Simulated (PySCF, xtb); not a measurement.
FH3LiN, SMILES [NH3]->[Li][F] (connectivity only; charge and spin as stated), neutral, multiplicity 1.

xtb with GFN2-xTB at its own geometry gives an orbital gap of 6.48 eV and a dipole moment of 8.90 D.

Coordinates come from a B3LYP-D3(BJ)/def2-TZVP optimisation.

Task: What does B3LYP/def2-TZVPD (PySCF) give? (An estimate is asked for; the answer gives what the named calculation found.)

Result: gap 5.60 eV (levels -6.96 and -1.36 eV), dipole 8.83 D.
